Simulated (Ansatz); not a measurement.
Consider the ligand exchange at a Ge–N bond: `S/C=[N]/[GeH2][Cl]` + CH₃OH → `C[O][GeH2][Cl]` + `N=CS`.

Program: Ansatz. Geometries: PBE0-D4/def2-TZVP. ΔE: electronic, gas phase. CBS: MP2 limit from def2 TZ/QZ plus the TZ coupled-cluster correction, frozen cores. This one scheme is used for every species. DFT in def2-TZVPP. For Ge outer-core shells are correlated without core-valence functions, which leaves a few kJ/mol of doubt a bond. Scalar relativity is left out up to krypton. One conformer a species, not always the lowest.

Task: Is it downhill or uphill in electronic energy at CCSD(T)/CBS, and by how much? (An estimate is asked.)

Result: Computed: Downhill: ΔE = -13.5 kJ/mol.

Task: What do these levels give: ωB97M-V, PBE0, HF/def2-TZVPP, SCS-MP2/def2-TZVPP, CCSD/def2-TZVPP, MP2/def2-QZVPP? (Estimate.)

Result: Ansatz gave: ωB97M-V -16.3, PBE0 -12.6, HF/def2-TZVPP -21.2, SCS-MP2/def2-TZVPP -14.7, CCSD/def2-TZVPP -16.8, MP2/def2-QZVPP -10.2 kJ/mol.

Largest T1 diagnostic among the species: 0.014.

In def2-TZVPP, CCSD(T) changes the Hartree–Fock value by +6.2 kJ/mol (the triples alone add +1.7 kJ/mol) and MP2 by +10.3 kJ/mol.
